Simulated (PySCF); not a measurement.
A structure optimised at PBE-D3(BJ)/def2-SVP, used in a PySCF frequency run:

```
In
O 1 2.0151
H 2 0.9789 1 108.87
I 1 2.6728 2 117.15 3 180.00
I 1 2.6912 2 120.35 3 0.00
```

**Question.** Write its SMILES, formula and point group.

**Answer.** [OH][In]([I])[I], HI2InO, Cs

**Question.** What are its rotational constants (standard atomic weights)?

**Answer.** 1.8678, 0.35994, 0.30178 GHz
